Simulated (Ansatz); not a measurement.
The same ligand exchange along the group B, Al, Ga.

Computed with Ansatz on PBE0-D4/def2-TZVP structures; ΔE is electronic, products minus reactants. CCSD(T)/CBS adds triple-zeta CCSD(T) − MP2 to the extrapolated MP2 energy (def2 sets, frozen cores). This one scheme is used for every species. For Ga outer-core shells are correlated without core-valence functions, which leaves a few kJ/mol of doubt a bond. Scalar relativity is left out up to krypton. Each species was taken in one conformer, which may not be the lowest.

Q: Order these by ΔE at CCSD(T)/CBS, lowest first. (Estimate.)
A. `[NH2][GaH][SiH2]O` + `O[SiH2]S` → `O[SiH2]O[SiH2]S` + `[NH2][GaH2]`
B. `[NH2][AlH][SiH2]O` + `O[SiH2]S` → `O[SiH2]O[SiH2]S` + `[NH2][AlH2]`
C. `NB[SiH2]O` + `O[SiH2]S` → `O[SiH2]O[SiH2]S` + `BN`

A: C (-37.8 kcal/mol), B (-34.1 kcal/mol), A (-29.6 kcal/mol).

Largest T1 diagnostic: 0.014, for `[NH2][GaH2]`.
